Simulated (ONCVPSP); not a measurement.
## tin (Sn): one change to an ONCV potential, before and after

Sn, optimised norm-conserving Vanderbilt (ONCV), made with ONCVPSP 4.0.1 (PBEsol, scalar-relativistic). Core [Ar] 3d10, reference 4s2 4p6 4d10 5s2 5p2. Waves: 4s+5s: rc 1.60 bohr, ncon 4, nbas 8, qcut 7.5 1/bohr, 3 projectors, debl 1.6 Ha; 4p+5p: rc 1.75 bohr, ncon 4, nbas 7, qcut 9.9 1/bohr, 2 projectors; 4d: rc 1.40 bohr, ncon 4, nbas 8, qcut 9.6 1/bohr, 2 projectors, debl 3.5 Ha. Local part: polynomial inside 1.00 bohr (lpopt 1, dvloc0 3 Ha). Core correction: none.

Change: d: rc 1.82.

Cutoffs: the cutoffs (Ha) at which the residual kinetic energy of the hardest occupied pseudo-wave falls to 1 and 0.1 mHa per electron; they do not see the model core or the augmentation charge, which bear on the density cutoff. Errors are all-electron minus pseudo energies relative to the spin-unpolarised reference configuration.

Q: How do hardness, ghosts and transferability respond?

A: The potential gets softer (38 Ha and 43 Ha → 32 Ha and 36 Ha); the errors of the 4 common tests hardly move; neither file shows a bound ghost. A larger radius leaves more room for a smooth pseudo-wave, so fewer plane waves are needed.

| quantity | base | changed |
| --- | --- | --- |
| cutoff, loose | 38 Ha | 32 Ha |
| cutoff, tight | 43 Ha | 36 Ha |
| loose cutoff by channel | s 19 Ha, p 25 Ha, d 38 Ha | s 19 Ha, p 25 Ha, d 32 Ha |
| bound ghosts | none | none |
| GHOST(+) flags under 300 eV | none | none |
| error for 4s2 4p6 4d10 5s2 5p1, meV [ΔE 6.90 eV] | -1.5 | -1.5 |
| error for 4s2 4p6 4d10 5s2 5p0, meV [ΔE 20.87 eV] | -4.8 | -4.8 |
| error for 4s2 4p6 4d10 5s1 5p0, meV [ΔE 51.89 eV] | -14 | -15 |
| error for 4s2 4p6 4d10 5s1 5p3, meV [ΔE 7.01 eV] | -1.5 | -1.5 |
| s: phases at 1.63 bohr within 0.05 rad from the reference energy up to (Ha; the scan ends near 5) | to the end of the scan | to the end of the scan |
| p: phases at 1.78 bohr within 0.05 rad from the reference energy up to (Ha; the scan ends near 5) | to the end of the scan | to the end of the scan |
